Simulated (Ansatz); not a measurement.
Consider the atomization: `C[Si](Cl)Cl`• → C• + 2 Cl• + 3 H• + Si•.

Calculated with Ansatz (gas phase, PBE0-D4/def2-TZVP geometries, no zero-point term in ΔE). CCSD(T)/CBS is the MP2 limit (def2-TZVPP, def2-QZVPP) plus CCSD(T) − MP2 in def2-TZVPP, frozen cores. This one scheme is used for every species, atoms too. For atomizations the MP2-based limit and the directly extrapolated one differ by several kJ/mol either way, and by 10 to 25 for some Ge, Se and Sn compounds, so smaller differences from it don't rank the levels. Functionals use def2-TZVPP. No spin–orbit coupling; open shells (•) take unrestricted orbitals. Spin–orbit coupling would lower the free atoms: a little for C, Cl, Si.

| level | ΔE (eV) |
| --- | --- |
| r2SCAN0-D4 | 24.64 |
| PBE | 24.87 |
| BHLYP | 23.70 |
| CCSD/CBS(def2) | 24.18 |

Q: What does CCSD(T)/CBS give? (Best estimate.)

A: Ansatz gave: +24.56 eV. The listed levels differ from it by 0.08, 0.31, -0.86, -0.38 eV.

Largest T1 diagnostic among the species: 0.012.

In def2-TZVPP, CCSD(T) changes the Hartree–Fock value by +5.16 eV (the triples alone add +0.38 eV) and MP2 by +5.74 eV; breaking electron pairs costs correlation energy, which Hartree–Fock lacks. The D4 term adds +0.32 eV with B3LYP and +0.17 eV with PBE0; it sums over pairs of atoms, weighted by their polarisabilities, and B3LYP, whose exchange is more repulsive, gets the larger term. From BLYP to BHLYP (50 % exact exchange), in def2-TZVPP and without D4, ΔE moves by −0.18 eV: exact exchange takes away binding that semilocal exchange gives to molecules.

B3LYP here is the variant with VWN-RPA as its local correlation; programs differ in this.
